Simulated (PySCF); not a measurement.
Simulation results for AlGeH$_{2}$NO, GeH$_{3}$O$_{3}$, CH$_{5}$Ge$_{2}$O, GeH$_{4}$NOSi and others

Computed with PySCF 2.14.0. Calculation on a computer-drawn molecule: optimised geometry and harmonic frequencies of an isolated molecule of the commonest isotopes, restricted reference for singlets and unrestricted otherwise, frozen core in MP2; on germanium a core potential holds 10 electrons, which the energies leave out, and 3d is frozen in MP2 and coupled-cluster steps.

Common to all runs: multiplicity 1.

(1) AlGeH$_{2}$NO

Start structure:
```xyz
6
AlGeH2NO
O     -0.1894     2.3504     0.6036
Al     0.5349     2.3798    -0.8809
N      1.2354     2.4156    -2.3494
Ge     1.7383     2.6171    -4.0618
H     -0.0352     2.0431     1.4791
H      3.1725     1.8809    -3.9885
```

- charge: 0
- method: MP2
- basis: cc-pV(D+d)Z
- basis and core potential on germanium: cc-pVDZ-PP ECP10MDF
- rotational constants: 54.26, 1.082, 1.061 GHz
- total energy: -666.2730 hartree
- convergence status largest gradient component: 5.276e-06 hartree/bohr

Drawn bonds:
| atom | other atom | order |
| --- | --- | --- |
| 1 | 2 | 1 |
| 2 | 3 | 2 |
| 3 | 4 | 1 |
| 1 | 5 | 1 |
| 4 | 6 | 1 |

Optimised structure:
```xyz
6
AlGeH2NO
O     -0.3428     2.4301     0.5942
Al     0.4281     2.4419    -0.9175
N      1.5971     2.1779    -2.1433
Ge     1.6557     2.6326    -3.9537
H      0.0131     2.0406     1.4003
H      3.1053     1.9638    -4.1779
```

Modes:
| frequency (cm⁻¹) | reduced mass (dalton) |
| --- | --- |
| 49.7 | 1.563 |
| 78.56 | 8.299 |
| 154.1 | 1.678 |
| 175.2 | 8.861 |
| 259.8 | 1.893 |
| 437.8 | 11.17 |
| 524 | 1.339 |
| 752.2 | 1.062 |
| 824.1 | 6.468 |
| 1086 | 12.79 |
| 1862 | 1.022 |
| 3938 | 1.068 |

(2) GeH$_{3}$O$_{3}$

Start structure:
```xyz
7
GeH3O3
O     -0.1079     0.4146     1.1399
Ge     0.6940    -0.5710     2.2446
O     -0.1355    -1.2023     3.5667
O      2.3255    -0.9253     2.0271
H     -1.0341     0.6186     1.2593
H      0.3157    -1.7624     4.1963
H      2.8005    -0.5690     1.2780
```

* charge: 1
* method: MP2
* basis: cc-pVDZ
* basis and core potential on germanium: cc-pVDZ-PP ECP10MDF
* rotational constants: 6.372, 6.372, 3.186 GHz
* total energy: -520.1488 hartree
* convergence status largest gradient component: 6.359e-07 hartree/bohr

Drawn bonds:
| atom | other atom | order |
| --- | --- | --- |
| 1 | 2 | 1 |
| 2 | 3 | 1 |
| 2 | 4 | 1 |
| 1 | 5 | 1 |
| 3 | 6 | 1 |
| 4 | 7 | 1 |

Optimised structure:
```xyz
7
GeH3O3
O     -0.0974     0.4408     1.0960
Ge     0.6940    -0.5710     2.2446
O     -0.1837    -1.2011     3.5869
O      2.3632    -0.9527     2.0508
H     -1.0445     0.6075     1.2806
H      0.3407    -1.7662     4.1906
H      2.7859    -0.5542     1.2625
```

Modes:
| frequency (cm⁻¹) | reduced mass (dalton) |
| --- | --- |
| 214.1 | 21.59 |
| 217.9 | 5.386 |
| 218 | 5.387 |
| 367.5 | 1.035 |
| 397.9 | 1.114 |
| 398.6 | 1.114 |
| 746.5 | 13.16 |
| 846.6 | 6.534 |
| 846.7 | 6.55 |
| 919.7 | 1.064 |
| 962.1 | 1.264 |
| 962.3 | 1.264 |
| 3731 | 1.067 |
| 3731 | 1.067 |
| 3742 | 1.068 |

(3) CH$_{5}$Ge$_{2}$O

Start structure:
```xyz
9
CH5Ge2O
O     -1.4879     2.3762     0.3814
Ge    -0.4004     1.3585    -0.4754
C      0.8292     0.5639     0.6214
Ge     2.1155    -0.6875     0.0562
H     -2.1794     2.9304    -0.0133
H     -0.6966     1.2697    -2.0058
H      0.7428     0.7335     1.6159
H      2.3433    -1.0565    -1.3453
H      3.0821    -1.2722     1.1142
```

* charge: 1
* method: HF
* basis: cc-pVDZ
* basis and core potential on germanium: cc-pVDZ-PP ECP10MDF
* rotational constants: 19.16, 0.9338, 0.8904 GHz
* total energy: -702.1220 hartree
* convergence status largest gradient component: 2.426e-05 hartree/bohr

Drawn bonds:
| atom | other atom | order |
| --- | --- | --- |
| 1 | 2 | 1 |
| 2 | 3 | 1 |
| 3 | 4 | 2 |
| 1 | 5 | 1 |
| 2 | 6 | 1 |
| 3 | 7 | 1 |
| 4 | 8 | 1 |
| 4 | 9 | 1 |

Optimised structure:
```xyz
9
CH5Ge2O
O     -1.5045     2.4057     0.3579
Ge    -0.3893     1.3453    -0.4015
C      0.8266     0.5234     0.6602
Ge     2.0826    -0.6249     0.0665
H     -2.1609     2.8591    -0.1587
H     -0.5323     1.1993    -1.8985
H      0.7782     0.7513     1.7200
H      2.1819    -0.9678    -1.4044
H      3.0664    -1.2754     1.0076
```

Modes:
| frequency (cm⁻¹) | reduced mass (dalton) |
| --- | --- |
| 100.8 | 5.26 |
| 115.8 | 5.368 |
| 213 | 8.866 |
| 307.9 | 1.192 |
| 403.6 | 1.11 |
| 516.6 | 1.394 |
| 555.8 | 1.206 |
| 659.9 | 1.091 |
| 719.2 | 1.837 |
| 799.1 | 1.064 |
| 809.7 | 1.78 |
| 843.2 | 3.824 |
| 931.5 | 1.153 |
| 939.4 | 1.205 |
| 966.4 | 1.698 |
| 1226 | 1.635 |
| 2325 | 1.017 |
| 2343 | 1.021 |
| 2349 | 1.024 |
| 3342 | 1.088 |
| 4111 | 1.068 |

(4) GeH$_{4}$NOSi

Start structure:
```xyz
8
GeH4NOSi
O     -0.6738    -1.5185     2.2909
Ge    -0.1489    -1.7861     0.8071
N      1.5362    -1.4143     0.4178
Si     3.0567    -1.1212    -0.1894
H     -0.2538    -1.1646     3.1384
H     -1.1955    -2.3600    -0.0228
H      3.4107     0.1021    -0.7616
H      4.0511    -2.2279    -0.0340
```

- charge: 1
- method: HF
- basis: cc-pV(D+d)Z
- basis and core potential on germanium: cc-pVDZ-PP ECP10MDF
- rotational constants: 15.8, 1.616, 1.493 GHz
- total energy: -713.7161 hartree
- convergence status largest gradient component: 9.964e-06 hartree/bohr

Drawn bonds:
| atom | other atom | order |
| --- | --- | --- |
| 1 | 2 | 1 |
| 2 | 3 | 1 |
| 3 | 4 | 2 |
| 1 | 5 | 1 |
| 2 | 6 | 1 |
| 4 | 7 | 1 |
| 4 | 8 | 1 |

Optimised structure:
```xyz
8
GeH4NOSi
O     -0.6954    -1.4947     2.3742
Ge    -0.0994    -1.7890     0.7992
N      1.4988    -1.4569     0.3675
Si     2.9778    -1.1776    -0.1267
H     -0.1230    -1.1331     3.0422
H     -1.1605    -2.3574    -0.0914
H      3.3612     0.1109    -0.6991
H      4.0233    -2.1927    -0.0196
```

Modes:
| frequency (cm⁻¹) | reduced mass (dalton) |
| --- | --- |
| 100.5 | 4.253 |
| 113.4 | 5.786 |
| 162.7 | 1.096 |
| 297.5 | 6.999 |
| 425.2 | 1.276 |
| 544 | 11.2 |
| 597.2 | 1.07 |
| 746 | 1.222 |
| 775.5 | 1.068 |
| 788.1 | 1.161 |
| 846.1 | 10.63 |
| 945.5 | 1.15 |
| 1065 | 1.069 |
| 1447 | 13.85 |
| 2408 | 1.021 |
| 2420 | 1.028 |
| 2448 | 1.059 |
| 4103 | 1.068 |

(5) GeH$_{3}$O$_{2}$

Start structure:
```xyz
6
GeH3O2
O      1.2923     0.5315     0.3632
Ge     1.6997     0.8127    -1.4418
O      1.5853     2.7139    -1.3822
H      1.9649     0.0012     0.7073
H      3.7830     0.3227    -1.2405
H      1.7143     2.9518    -0.4847
```

- charge: -1
- method: HF
- basis: aug-cc-pVDZ
- basis and core potential on germanium: aug-cc-pVDZ-PP ECP10MDF
- rotational constants: 12.25, 6.792, 4.674 GHz
- total energy: -444.9212 hartree
- convergence status largest gradient component: 1.465e-05 hartree/bohr

Drawn bonds:
| atom | other atom | order |
| --- | --- | --- |
| 1 | 2 | 1 |
| 2 | 3 | 1 |
| 1 | 4 | 1 |
| 2 | 5 | 1 |
| 3 | 6 | 1 |

Optimised structure:
```xyz
6
GeH3O2
O      1.2956     0.0723     0.1933
Ge     1.7724     0.7090    -1.5193
O      1.5571     2.5628    -1.2326
H      1.8795     0.3847     0.8630
H      3.3923     0.7150    -1.2117
H      2.1426     2.8900    -0.5714
```

Modes:
| frequency (cm⁻¹) | reduced mass (dalton) |
| --- | --- |
| 99.87 | 1.073 |
| 225.8 | 2.514 |
| 346.9 | 1.599 |
| 532.5 | 10.45 |
| 563.2 | 12.44 |
| 716.9 | 1.037 |
| 764.7 | 1.028 |
| 897.8 | 1.129 |
| 967.6 | 1.169 |
| 1632 | 1.022 |
| 4178 | 1.067 |
| 4181 | 1.067 |
